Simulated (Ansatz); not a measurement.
Li₆O₂, relaxed as a singlet with RKS PBE0-D4/def2-TZVP in Ansatz, starting from the GFN1-xTB geometry. Force threshold 0.02 eV/Å.

The restricted singlet is unstable towards broken spin symmetry in Hartree–Fock (as tested in another run); at PBE0-D4/def2-TZVP this wasn't settled. Another isomer (singlet) lies 0.59 eV lower at PBE0-D4/def2-TZVP; other spin states weren't run for this one.

Start:

Cartesian coordinates in Å:
```
Li -1.371 1.096 -2.583
Li 2.377 -2.365 -0.557
Li 0.462 -0.405 0.915
Li 0.348 -0.457 -1.590
Li -1.138 1.424 2.849
Li -1.227 1.177 -0.098
O 1.267 -1.252 -0.405
O -0.717 0.782 1.470
```

Estimate the energy that the relaxation releases and the steps that it takes.

0.38 eV, in 6 steps; 7 s on 4 threads of Arm Neoverse V2 on a shared host. No frequencies were taken in this run, so the end may be a saddle point.

Does the start keep its bonding?

By distances, no bond broke or formed, bridged metal pairs apart. The bond that changes most is Li1–Li6, from 2.49 to 3.08 Å (atoms count from 1). Metal–metal contacts that move far: Li1–Li6 2.49 to 3.08 Å, Li1–Li4 2.52 to 3.08 Å.

Predict the relaxed structure.


```xyz
8

Li   -1.603    1.282   -3.057
Li    2.442   -2.409   -0.357
Li    0.485   -0.393    0.931
Li    0.434   -0.568   -1.678
Li   -1.039    1.301    3.019
Li   -1.313    1.267    0.006
O     1.277   -1.277   -0.379
O    -0.683    0.798    1.516
```
Bond lengths (bridged metal pairs left out): 6 × Li–O 1.62 to 1.77 Å; 1 × Li–Li 3.04 Å.
